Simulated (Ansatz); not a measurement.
Steps of a relaxation of `[AlH2][NH][Si]1(Cl)CO1` with RKS PBE0-D4/def2-TZVP.

```sh
$ ansatz run in.yaml --threads 4 --pin off --events-out ev --progress --plain --max-ram 10444MiB
```

```yaml
crystal:
  periodic: [false, false, false]
  atoms:
    - {symbol: Al, position_ang: [-2.245212, -1.058507, 0.694631]}
    - {symbol: N, position_ang: [-0.469939, -0.699687, 0.522867]}
    - {symbol: Si, position_ang: [0.418890, 0.634592, -0.105023]}
    - {symbol: Cl, position_ang: [-0.871564, 2.225952, -0.360979]}
    - {symbol: C, position_ang: [2.029130, 0.624942, -0.953680]}
    - {symbol: O, position_ang: [1.944692, 0.953006, 0.527172]}
    - {symbol: H, position_ang: [-3.322729, -0.041173, 0.122724]}
    - {symbol: H, position_ang: [-2.564360, -2.446649, 1.412500]}
    - {symbol: H, position_ang: [0.163331, -1.429836, 0.878142]}
    - {symbol: H, position_ang: [2.377155, 1.481016, -1.565333]}
    - {symbol: H, position_ang: [2.606006, -0.300458, -1.152423]}
basis:
  gaussian: {orbitals: def2-TZVP}
hamiltonian: {xc: pbe0, dispersion: d4}
relax: {f_tol: 0.005, max_steps: 150}
```

Positions (Å) and forces (eV/Å) along the path, 11 of 12 steps:

```xyz
11
step=1 energy=-31642.4887 eV
Al   -2.245   -1.059    0.695    0.306    0.037   -0.020
N    -0.470   -0.700    0.523    0.391    0.215   -0.099
Si    0.419    0.635   -0.105    0.771   -0.067    0.458
Cl   -0.872    2.226   -0.361    0.392   -0.486    0.077
C     2.029    0.625   -0.954   -0.060    0.001   -0.027
O     1.945    0.953    0.527   -1.044   -0.258   -0.740
H    -3.323   -0.041    0.123    0.143   -0.129    0.075
H    -2.564   -2.447    1.413    0.026    0.176   -0.089
H     0.163   -1.430    0.878   -0.391    0.447   -0.224
H     2.377    1.481   -1.565   -0.195   -0.463    0.415
H     2.606   -0.300   -1.152   -0.339    0.527    0.175
11
step=2 energy=-31642.5613 eV
Al   -2.228   -1.050    0.693    0.218    0.028   -0.019
N    -0.464   -0.694    0.515    0.139    0.189   -0.111
Si    0.416    0.628   -0.107    0.678   -0.162    0.363
Cl   -0.856    2.193   -0.360    0.012   -0.006   -0.011
C     2.010    0.620   -0.953   -0.065    0.005    0.060
O     1.923    0.950    0.520   -0.694   -0.166   -0.374
H    -3.296   -0.040    0.128    0.014   -0.011    0.011
H    -2.552   -2.425    1.405   -0.001    0.021   -0.008
H     0.162   -1.418    0.861   -0.120    0.099   -0.054
H     2.362    1.470   -1.545   -0.075   -0.144    0.101
H     2.587   -0.291   -1.137   -0.107    0.147    0.043
11
step=3 energy=-31642.5803 eV
Al   -2.206   -1.045    0.687    0.012    0.005    0.009
N    -0.454   -0.689    0.507   -0.035    0.042   -0.024
Si    0.417    0.629   -0.096    0.063   -0.032    0.004
Cl   -0.852    2.192   -0.365   -0.023    0.015    0.004
C     1.995    0.614   -0.946   -0.064   -0.022   -0.058
O     1.899    0.946    0.522   -0.008    0.026    0.033
H    -3.274   -0.034    0.127   -0.010    0.005   -0.001
H    -2.536   -2.415    1.402   -0.001   -0.014    0.001
H     0.168   -1.416    0.843    0.008   -0.035    0.020
H     2.343    1.456   -1.538    0.030    0.032    0.001
H     2.565   -0.295   -1.123    0.028   -0.022    0.012
11
step=4 energy=-31642.5808 eV
Al   -2.208   -1.043    0.691   -0.001   -0.007   -0.007
N    -0.455   -0.690    0.504   -0.001    0.017   -0.010
Si    0.417    0.627   -0.100    0.010   -0.007    0.023
Cl   -0.856    2.190   -0.365   -0.001   -0.002   -0.007
C     1.996    0.613   -0.949    0.006    0.002   -0.043
O     1.897    0.948    0.519   -0.002    0.015    0.037
H    -3.277   -0.032    0.133   -0.003    0.001    0.006
H    -2.536   -2.417    1.400    0.002    0.000    0.002
H     0.165   -1.417    0.843   -0.010   -0.012    0.002
H     2.349    1.458   -1.536    0.000   -0.004   -0.003
H     2.573   -0.294   -1.119   -0.001   -0.002    0.000
11
step=5 energy=-31642.5806 eV rejected
Al   -2.208   -1.043    0.697   -0.021    0.015   -0.025
N    -0.457   -0.692    0.496   -0.040    0.005   -0.011
Si    0.418    0.624   -0.106    0.020   -0.041    0.032
Cl   -0.854    2.185   -0.383   -0.019    0.006   -0.001
C     2.000    0.616   -0.948   -0.022   -0.008    0.029
O     1.892    0.946    0.525    0.025    0.023   -0.026
H    -3.277   -0.026    0.150   -0.013    0.004    0.007
H    -2.537   -2.418    1.404    0.009   -0.005    0.006
H     0.155   -1.427    0.834    0.041   -0.001   -0.001
H     2.351    1.464   -1.531    0.013    0.019   -0.009
H     2.582   -0.287   -1.117    0.007   -0.018   -0.001
11
step=7 energy=-31642.5812 eV
Al   -2.209   -1.040    0.695   -0.002   -0.004    0.001
N    -0.457   -0.690    0.495   -0.005    0.000   -0.005
Si    0.418    0.627   -0.103   -0.004    0.009   -0.004
Cl   -0.860    2.181   -0.389    0.001    0.001    0.002
C     2.000    0.613   -0.944    0.011    0.003    0.006
O     1.892    0.962    0.524   -0.003   -0.008   -0.003
H    -3.286   -0.019    0.169    0.000    0.001    0.004
H    -2.528   -2.423    1.391    0.000    0.001   -0.003
H     0.159   -1.428    0.819    0.000   -0.005    0.007
H     2.356    1.454   -1.535   -0.003    0.000   -0.010
H     2.581   -0.294   -1.102    0.004    0.002    0.004
11
step=8 energy=-31642.5814 eV
Al   -2.210   -1.039    0.698    0.001    0.002    0.007
N    -0.459   -0.691    0.487   -0.010   -0.004    0.000
Si    0.417    0.626   -0.109   -0.007    0.013    0.004
Cl   -0.864    2.176   -0.406    0.001    0.000   -0.003
C     2.004    0.612   -0.940    0.008   -0.003    0.015
O     1.885    0.971    0.525   -0.003   -0.010   -0.013
H    -3.290   -0.007    0.201    0.003   -0.004    0.000
H    -2.525   -2.430    1.381    0.000    0.001   -0.004
H     0.156   -1.432    0.806    0.002   -0.004    0.003
H     2.360    1.450   -1.536    0.002    0.006   -0.008
H     2.590   -0.293   -1.087    0.002    0.003   -0.001
11
step=9 energy=-31642.5814 eV
Al   -2.211   -1.037    0.703    0.000   -0.001   -0.010
N    -0.460   -0.691    0.484   -0.011   -0.001    0.008
Si    0.417    0.626   -0.111    0.000    0.001    0.000
Cl   -0.865    2.174   -0.417   -0.001    0.000    0.000
C     2.007    0.613   -0.938   -0.002   -0.009    0.016
O     1.883    0.973    0.526   -0.001   -0.001   -0.014
H    -3.292   -0.003    0.215    0.004   -0.001    0.004
H    -2.524   -2.434    1.374    0.000    0.002    0.003
H     0.154   -1.434    0.802    0.006    0.001   -0.002
H     2.361    1.449   -1.536    0.004    0.007    0.000
H     2.595   -0.292   -1.082    0.001    0.002   -0.003
11
step=10 energy=-31642.5814 eV
Al   -2.211   -1.038    0.703    0.003    0.003    0.001
N    -0.460   -0.692    0.483   -0.011    0.001    0.004
Si    0.416    0.626   -0.112    0.003    0.002   -0.004
Cl   -0.866    2.173   -0.421   -0.001   -0.001    0.001
C     2.007    0.613   -0.937   -0.001   -0.008    0.001
O     1.881    0.974    0.526   -0.003    0.001    0.002
H    -3.292    0.000    0.222    0.002   -0.002    0.000
H    -2.524   -2.435    1.373    0.000    0.000   -0.001
H     0.155   -1.435    0.799    0.003   -0.002    0.000
H     2.363    1.449   -1.535    0.004    0.005   -0.001
H     2.596   -0.292   -1.079    0.002    0.000   -0.003
11
step=11 energy=-31642.5814 eV
Al   -2.211   -1.038    0.702    0.002    0.002    0.000
N    -0.460   -0.692    0.484   -0.007   -0.001    0.002
Si    0.416    0.626   -0.112    0.002    0.003   -0.001
Cl   -0.866    2.173   -0.420    0.000    0.000    0.000
C     2.007    0.612   -0.937    0.000   -0.004    0.001
O     1.882    0.974    0.525   -0.002    0.000    0.001
H    -3.292   -0.001    0.220    0.001   -0.001    0.000
H    -2.524   -2.434    1.374    0.000    0.000    0.000
H     0.155   -1.434    0.800    0.002   -0.001    0.000
H     2.363    1.449   -1.535    0.001    0.003   -0.001
H     2.596   -0.292   -1.080    0.001    0.000   -0.002
11
step=12 energy=-31642.5814 eV
Al   -2.211   -1.038    0.703    0.002    0.001    0.000
N    -0.460   -0.692    0.483   -0.004   -0.001    0.001
Si    0.416    0.626   -0.113    0.002    0.001    0.000
Cl   -0.866    2.173   -0.421    0.000    0.000    0.000
C     2.007    0.612   -0.937    0.000   -0.001    0.000
O     1.881    0.974    0.526   -0.001    0.000    0.000
H    -3.292    0.000    0.221    0.000    0.000    0.000
H    -2.524   -2.435    1.374    0.000    0.000    0.000
H     0.155   -1.435    0.799    0.001    0.000    0.000
H     2.363    1.449   -1.534    0.000    0.001    0.000
H     2.596   -0.292   -1.080    0.001    0.000    0.000
```

It took 57 s on 4 threads of an Arm Neoverse V2 on a shared host, with 0.76 GiB of host memory at the peak.
